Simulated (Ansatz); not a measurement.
This geometry of AlClF$_{2}$H$_{2}$ (6 atoms, charge 0, multiplicity 1) is a first-order saddle point.

Method: Ansatz, RKS B3LYP/def2-SVP.

```xyz
6
Properties=species:S:1:pos:R:3
Al 0.011 -0.167 0.057
H 0.017 0.121 1.681
F 1.438 0.141 -0.727
F -1.442 0.067 -0.705
Cl 0.075 -2.386 0.945
H 0.050 -1.157 1.717
```

**Question.** Which two structures does it join? (They come from a converged band through this point; their orientation in space is the band's.)

**Answer.** Bonds broken: Al1–H2, Cl5–H6. Bonds formed: Al1–Cl5, H2–H6. AlClF2H2 becomes AlClF2 + H2.

Initial state:

```xyz
6
Properties=species:S:1:pos:R:3
Al 0.002 0.149 0.046
H -0.004 0.759 1.491
F 1.414 0.093 -0.834
F -1.418 0.016 -0.814
Cl 0.076 -2.370 0.915
H 0.079 -2.027 2.165
```

Final state:

```xyz
6
Properties=species:S:1:pos:R:3
Al 0.023 -0.674 -0.159
H 0.011 0.266 1.836
F 1.416 0.151 -0.495
F -1.417 0.075 -0.473
Cl 0.081 -2.719 0.245
H 0.035 -0.480 2.014
```

**Question.** How far does it lie above each of them?

**Answer.** 30.3 kJ/mol above the first and 133.4 kJ/mol above the second. This is the barrier of this one path; another mechanism may lie lower. The orbitals stay closed-shell, which can raise the energy where a bond breaks towards radicals; this wasn't checked here.

Time of the run: 2.7 min on 1 thread of Arm Neoverse V2, with other jobs on the host, peak memory 0.14 GiB.
